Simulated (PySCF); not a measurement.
C₄H₂F₃NO.
Atom-mapped SMILES: `[N:1]#[C:2]/[CH:3]=[C:4](\[F:5])[O:6][CH:7]([F:8])[F:9]` (hydrogens: H10 on C3; H11 on C7)

Computed geometry: GFN2-xTB, gas phase.

(1) List the bond lengths, angles and torsions at this level.

Results:

(1) 
| bond | length (Å) |
| --- | --- |
| N1≡C2 | 1.145 |
| C2–C3 | 1.407 |
| C3=C4 | 1.332 |
| C4–F5 | 1.334 |
| C4–O6 | 1.350 |
| O6–C7 | 1.372 |
| C7–F8 | 1.333 |
| C7–F9 | 1.347 |
| C3–H10 | 1.078 |
| C7–H11 | 1.104 |

A selection of angles:
| angle | degrees |
| --- | --- |
| N1–C2–C3 | 178.6 |
| C2–C3–C4 | 122.7 |
| C2–C3–H10 | 117.8 |
| C4–C3–H10 | 119.5 |
| C3–C4–F5 | 122.7 |
| C3–C4–O6 | 122.7 |
| F5–C4–O6 | 114.6 |
| C4–O6–C7 | 119.9 |
| O6–C7–F8 | 107.1 |
| O6–C7–F9 | 110.3 |
| O6–C7–H11 | 114.7 |
| F8–C7–F9 | 107.0 |
| F8–C7–H11 | 109.2 |
| F9–C7–H11 | 108.3 |

Dihedral angles: C2–C3–C4–F5 0° (synperiplanar); C3–C4–O6–C7 -173° (antiperiplanar); C4–O6–C7–F8 -160° (antiperiplanar). The mirror-image conformer, all signs reversed, is as good.

The 2 C–C bonds span 1.332 Å (C3=C4, drawn double) to 1.407 Å (C2–C3, drawn single), a spread of 0.075 Å. Of the pairs four or more bonds apart, F5···H11 is among the closest relative to their van der Waals radii: 2.32 Å, 87 % of the sum of Bondi's values. The C–O distances run from 1.350 Å (C4–O6, drawn single) to 1.372 Å (O6–C7, drawn single), a spread of 0.022 Å. O6 (ether oxygen) is bent (angle 119.9°).

Point group: C1 (no symmetry element, even within 0.4 Å). Whether it is a minimum is left open (no frequencies). The numbers are those of one conformer.
